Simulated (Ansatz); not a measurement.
Total energies of N-butylpyridinium iodide (C9H14IN) from Ansatz at PBE-D4/def2-TZVP, gas phase (1 Eh = 27.2114 eV = 2625.5 kJ/mol). The reference geometry is relaxed at PBE0-D4/def2-SVP.

| state | geometry | energy (Eh) |
| --- | --- | --- |
| charge 0 singlet | reference | -703.46393 |
| charge 1 doublet | reference | -703.20019 |
| charge -1 doublet | reference | -703.48167 |
| charge -1 doublet | relaxed at PBE0-D4/def2-SVP | -703.51752 |
| free C atom (triplet) | – | -37.79597 |
| free N atom (quartet) | – | -54.53214 |
| free H atom (doublet) | – | -0.49962 |
| free I atom (doublet) | – | -297.66548 |

In the def2 sets I takes a core potential; there is no spin–orbit coupling.

Question: Work out the vertical ionisation energy to the doublet.

Answer: E(charge 1 doublet) − E(charge 0 singlet) = -703.20019 − (-703.46393) = 0.26374 Eh = 7.18 eV. For comparison, −ε of the highest occupied level is 4.65 eV at this level, 2.53 eV less.

Question: Work out the vertical electron affinity, to the doublet.

Answer: E(charge 0 singlet) − E(charge -1 doublet) = -703.46393 − (-703.48167) = 0.01774 Eh = 0.48 eV. The basis lacks diffuse functions, which makes affinities too small.

Question: Give the fundamental gap IE − EA, the Mulliken electronegativity (IE + EA)/2 and the hardness (IE − EA)/2.

Answer: From the values in Eh: IE − EA = 0.26374 − 0.01774 = 0.24600 Eh = 6.69 eV; (IE + EA)/2 = 3.83 eV; (IE − EA)/2 = 3.35 eV. The HOMO–LUMO gap of the same run is 1.91 eV, 4.78 eV smaller than the fundamental gap.

Question: How much does the charge -1 doublet relax, and what is the adiabatic electron affinity?

Answer: Relaxation: -703.48167 − (-703.51752) = 0.03585 Eh = 0.98 eV. Adiabatic electron affinity: 0.05359 Eh = 1.46 eV, without zero-point energy. Bonds change on the way (1 lost, 0 formed), so the relaxed form is another species. 

Question: What is the binding energy per atom against free atoms?

Answer: Atoms: 9 × (-37.79597) + 1 × (-54.53214) + 14 × (-0.49962) + 1 × (-297.66548) = -699.35603 Eh. Binding: -699.35603 − (-703.46393) = 4.10790 Eh = 111.78 eV, or 4.47 eV for each of 25 atoms (no zero-point energy, no counterpoise term).

At PBE-D4/def2-TZVP the highest occupied level of the charge -1 doublet lies above zero (up to 1.85 eV). By energy differences its removal costs 0.48 eV (vertical, to the charge 0 singlet, at PBE-D4/def2-TZVP); self-interaction error and the lack of diffuse functions both raise the level. At PBE-D4/def2-TZVP the highest occupied level of the relaxed charge -1 doublet lies above zero (up to 0.61 eV). By energy differences its removal costs 1.46 eV (each at its own geometry, to the charge 0 singlet, at PBE-D4/def2-TZVP); self-interaction error and the lack of diffuse functions both raise the level.
